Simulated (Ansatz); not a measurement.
C₂H₅FGeSi (`F[SiH2]C#[C][GeH3]`). The species carries charge 0 and has multiplicity 1. The geometry is a stationary point of PBE0-D4/def2-TZVP.

```xyz
10

F    -1.753    1.574   -2.368
Si   -0.216    1.464   -1.952
C    -0.064    0.378   -0.504
C     0.066   -0.344    0.463
Ge    0.256   -1.480    1.981
H     0.529    0.888   -3.092
H     0.267    2.820   -1.615
H     1.698   -1.996    2.014
H    -0.731   -2.642    1.836
H    -0.053   -0.662    3.238
```

(1) What is the dipole moment at B3LYP/def2-TZVPP? (Estimate.)

(2) And with PBE, r2SCAN, ωB97M-V? (Best estimate.)

(3) Give the Mulliken charges with B3LYP, ωB97M-V, r2SCAN in def2-TZVPP. (Best estimate.)

## Answers

(1) Ansatz gave: 1.90 D, with components (1.29, -0.74, 1.19) D in this frame, pointing from negative to positive charge.

(2) Computed: PBE 1.85 D, r2SCAN 1.88 D, ωB97M-V 1.87 D.

(3) Computed: 
```
atom  B3LYP  ωB97M-V  r2SCAN
  F1  -0.32    -0.31   -0.32
 Si2   0.63     0.56    0.67
  C3  -0.35    -0.43   -0.38
  C4   0.01     0.03   -0.01
 Ge5   0.16     0.12    0.18
  H6  -0.08    -0.04   -0.08
  H7  -0.08    -0.04   -0.08
  H8   0.01     0.03    0.01
  H9   0.01     0.04    0.01
 H10   0.01     0.03    0.01
```

B3LYP here is the variant with VWN-RPA as its local correlation; programs differ in this.
